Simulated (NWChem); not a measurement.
System: Si$_{2}$H$_{5}$O$_{2}$Cl; SMILES O[SiH](O)[SiH2]Cl

Input file for NWChem:

```
start job
memory heap 200 mb stack 900 mb global 1100 mb
geometry units angstroms noautoz
  O      1.414661     1.526442     0.638788
  Si    -0.199583     1.387590     0.264041
  O     -0.577166     1.801885    -1.303828
  Si    -0.861362    -0.859867     0.448047
  Cl     0.783576    -2.015265    -0.178642
  H      1.997035     0.856830     0.247915
  H     -0.865572     2.289725     1.238737
  H     -0.384167     2.713448    -1.570375
  H     -2.025557    -1.242380    -0.390701
  H     -1.141439    -1.247597     1.856170
end
basis spherical
  * library def2-tzvp
end
dft
  xc xpbe96 cpbe96
  iterations 150
  semidirect filesize 400000000
  mulliken
end
task dft energy
```

All runs use the structure optimised with B3LYP/6-31G* (spherical d).

Problem. What results follow from this input? (PBE/def2-TZVP.) Quantities: energy (Ha); highest occupied level (eV); orbital gap (eV); dipole (D).

Solution. The energy (Ha) comes out as -1192.23, the highest occupied level (eV) comes out as -6.79 and the orbital gap (eV) is 5.03. The dipole (D) is 1.45.
